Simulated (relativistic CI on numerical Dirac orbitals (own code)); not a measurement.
**Ir XL: q coefficients and field-shift factors**

These numbers are calculated, not measured: Dirac-Coulomb-Breit CI, KLI orbitals optimised for each configuration, derivatives by finite differences, unscaled Slater integrals, QED left out (own radial code, finite nucleus).

Configuration list (outside the closed core [Ar] 3d10): 4s2 4p6 4d2, 4s2 4p6 4d 4f, 4s2 4p5 4d3, 4s 4p6 4d2 4f, 4s2 4p6 4f 5s, 4s2 4p6 4f2, 4s 4p6 4f3, 4p6 4d4, 4p5 4d5. Double excitations out of closed p, d and f shells are left out; levels of such configurations are missing from the list, as are those of other unlisted configurations, and high levels can miss mixing partners.

With x = (α/α₀)² − 1 an excitation energy changes as ω = ω₀ + qx; K = 2q/ω₀ is the relative enhancement. Terms are leading LS components, so labels can repeat. The field-shift factor is F = δν/δ⟨r²⟩ for the transition from the lowest level.

Lowest level 4s2 4p6 4d2 3F_2.

```tsv
Level	ω₀ (cm⁻¹)	q (cm⁻¹)	F (GHz/fm²)
4s2 4p6 4d2 3P_0	71448	6739	0.432
4s2 4p6 4d2 3F_3	175670	189200	5.92
4s2 4p6 4d2 3P_2	210122	188200	6.18
4s2 4p6 4d2 3P_1	222295	190200	6.32
4s2 4p6 4d2 1G_4	223084	194100	6.42
4s2 4p6 4d2 3F_4	380899	374500	12
4s2 4p6 4d2 3P_2	404613	380100	12.3
4s2 4p6 4d2 1S_0	481833	374900	12.1
4s2 4p5 4d3 3D°_2	1334618	74880	10.9
4s2 4p5 4d3 5D°_1	1348850	86500	11.7
4s2 4p5 4d3 5D°_0	1365909	80050	12.4
4s2 4p5 4d3 3F°_3	1378923	75310	10.4
4s2 4p5 4d3 5F°_3	1476017	253100	16.1
```

At this charge energies of transitions that change n are usually good to better than 1 %, and those within a shell (Δn = 0) to a few per cent. Terms inside the open d or f shell come out 10 to 20 % too wide with unscaled integrals.

Which transition from the lowest level has the largest |K|?

4s2 4p6 4d2 3F_3 at 175670 cm⁻¹, K = 2.15.
